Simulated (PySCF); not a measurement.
## Excitation energy of Si⁺ by level of theory

Si⁺ [Ne] 3s2 3p1 (2P) → Si⁺ [Ne] 3s1 3p2, s spin flipped, as a difference of total energies. Calculation: PySCF 2.14, in aug-cc-pCVTZ-DK with one added diffuse shell each of s, p, d, f type (9s8p6d4f, 91 functions); scalar relativity by spin-free X2C-1e. Correlated levels: valence and next inner shell: 1s2 frozen. The calculations carry no spin-orbit coupling.

```json
{"method": "UHF", "excitation energy (eV)": "8.747"}
{"method": "MP2 (valence and next inner shell)", "excitation energy (eV)": "8.101"}
{"method": "SCS-MP2 (valence and next inner shell)", "excitation energy (eV)": "8.051"}
```

Task: How much does correlation contribute at MP2 (valence and next inner shell)?

Result: 8.101 − (8.747) = -0.646 eV, measured against UHF.

The upper determinant mixes two multiplicities, so it lies between the two terms.

The coupled-cluster amplitudes are large for the upper state (T1 above 0.03 or a double amplitude above 0.15), so a single reference is strained.
